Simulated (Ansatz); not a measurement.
Total energies of the cluster Ge₈Ir⁻ from Ansatz at PBE-D4/def2-SVP, gas phase (1 Eh = 27.2114 eV = 2625.5 kJ/mol). The reference geometry is relaxed at PBE-D4/def2-SVP.

| atom | x (Å) | y (Å) | z (Å) |
| --- | --- | --- | --- |
| Ir1 | -0.228 | 0.936 | -0.614 |
| Ge2 | 1.155 | 1.234 | 1.660 |
| Ge3 | 1.867 | -0.305 | -0.763 |
| Ge4 | -2.528 | -0.469 | -0.412 |
| Ge5 | 1.730 | -1.324 | 1.635 |
| Ge6 | -0.170 | -2.181 | -0.673 |
| Ge7 | -1.007 | -0.459 | -2.486 |
| Ge8 | -0.039 | 3.113 | 0.243 |
| Ge9 | -0.780 | -0.546 | 1.410 |

```tsv
state	geometry	energy (Eh)
charge -1 singlet	reference	-16716.29261
charge 0 doublet	reference	-16716.18043
charge -1 triplet	relaxed at PBE-D4/def2-SVP	-16716.28932
charge -1 quintet	relaxed at PBE-D4/def2-SVP	-16716.24199
```

In the def2 sets Ir takes a core potential; there is no spin–orbit coupling.

Problem. Work out the vertical ionisation energy to the doublet.

Solution. E(charge 0 doublet) − E(charge -1 singlet) = -16716.18043 − (-16716.29261) = 0.11218 Eh = 3.05 eV. For comparison, −ε of the highest occupied level is 1.15 eV at this level, 1.90 eV less.

Problem. Which of the charge -1 states is lowest, and how far above it are the others?

Solution. The singlet, but by less than the method's error, so the order isn't settled. triplet: -16716.28932 − (-16716.29261) = 0.00329 Eh = 8.6 kJ/mol; quintet: -16716.24199 − (-16716.29261) = 0.05062 Eh = 132.9 kJ/mol. The triplet differs in its bonds from the reference. The quintet differs in its bonds from the reference.

The structure comes from a short search, and lower isomers may exist.
